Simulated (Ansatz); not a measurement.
Species: sum formula HGeO, net charge 1, singlet state. It need not be the lowest isomer of its formula. 
Coordinates optimised at B3LYP-D3(BJ)/def2-TZVP (Ansatz, a program for electronic structure):
```xyz
3

O      0.0000     0.0000    -1.2837
Ge     0.0000     0.0000     0.3913
H      0.0000     0.0000    -2.2512
```
Charge +1, spin multiplicity 1.

Wanted: vertical electron affinity (to the doublet state of charge +0; a negative value means that the extra electron is unbound and the number depends on the basis; each state is the SCF solution reached for its spin), in eV. Valence correlation only, unless marked. Open shells are spin-unrestricted. Spin-orbit coupling is left out. The frozen core is the preceding noble-gas configuration, with the filled d and f shells of earlier blocks. No relativistic terms. Basis-set limits of correlation are two-point, X^-3; Hartree-Fock from the larger set.

| level | program | vertical electron affinity (eV) |
|---|---|---|
| SVWN5/def2-TZVPD | Ansatz | 6.42 |
| PBE/def2-TZVPD | Ansatz | 6.33 |
| r2SCAN/def2-TZVPD | Ansatz | 6.49 |
| B3LYP/def2-TZVPD | Ansatz | 6.42 |
| BHLYP/def2-TZVPD | Ansatz | ? |
| CAM-B3LYP/def2-TZVPD | Ansatz | 6.47 |
| wB97X/def2-TZVPD | Ansatz | 6.33 |
| CCSD/aug-cc-pVDZ | Ansatz | ? |
| CCSD/def2-SVPD | Ansatz | ? |
| CCSD/aug-cc-pVTZ | Ansatz | ? |
| CCSD/def2-TZVPPD | Ansatz | 6.28 |
| CCSD/def2-QZVPPD | Ansatz | 6.34 |
| CCSD(T)/CBS(aug-cc-pVTZ,aug-cc-pVQZ) | Ansatz | 6.36 |

Task: Fill in the missing entries.

Result: 
- BHLYP/def2-TZVPD, vertical electron affinity (eV): 6.40
- CCSD/aug-cc-pVDZ, vertical electron affinity (eV): 6.20
- CCSD/def2-SVPD, vertical electron affinity (eV): 6.19
- CCSD/aug-cc-pVTZ, vertical electron affinity (eV): 6.32
